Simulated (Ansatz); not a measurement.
## Energy profile

The step: BH₃ + H₂O + NH₃ → BH₃O ([BH2][OH]) + NH₃ + H₂; bonds formed: H2–H7, H5–N8; dative contacts that become bonds: B1–O6; bonds broken: B1–H2, H5–O6, H7–N8 (atoms numbered as in the saddle structure below).

```
11
angstrom
B -0.8972 -0.8470 -0.3372
H -0.6836 0.2814 -1.0458
H -0.0684 -1.6175 -0.7807
H -2.0392 -1.0635 -0.6788
H 0.8950 0.4381 0.9136
O -0.6910 -0.5934 1.0879
H 0.2363 0.5628 -0.6420
N 1.2539 0.8820 0.0570
H -1.5125 -0.3382 1.5063
H 1.4107 1.8729 0.1835
H 2.0960 0.4223 -0.2638
```

Electronic energies by CCSD(T) at an estimated basis limit (MP2 extrapolated from triple and quadruple zeta, plus CCSD(T) − MP2 in triple zeta), on PBE0-D4/def2-TZVP structures; BNH8O, closed shell; no counterpoise correction. Program: Ansatz 0.2.0. Basis: def2-TZVPP and def2-QZVPP. Cores are frozen in the correlated methods. Extrapolation: Hartree–Fock as exp(−7.88 √X), correlation as X^−2.97.

Q: Give the profile in kJ/mol, counted from the separated reactants. (Judge from chemistry; the value comes from the calculation.)

A: By the calculation:
| point | kJ/mol |
| --- | --- |
| separated: BH3 (B1, H2, H3, H4; singlet) + H2O (H5, O6, H9; singlet) + NH3 (H7, N8, H10, H11; singlet) | 0.0 |
| start structure | -121.9 |
| saddle | -56.4 |
| end structure | -139.4 |
| separated: BH3O (linked as [BH2][OH]; B1, H3, H4, O6, H9; singlet) + H2 (H2, H7; singlet) + NH3 (H5, N8, H10, H11; singlet) | -126.5 |
The saddle lies below the separated reactants: the barrier is submerged.

The T1 diagnostic stays at or below 0.014.

The step is the kind of ligand exchange by which a precursor binds to a hydroxyl group, or is hydrolysed, in atomic layer deposition of oxides.

For scale, one of the runs: CCSD(T)/def2-TZVPP, 205 basis functions (an equivalent command: `ansatz run in.yaml --threads 2`). The run took 41 s on 2 CPU threads (shared host), with 3 GiB of host memory at its peak.
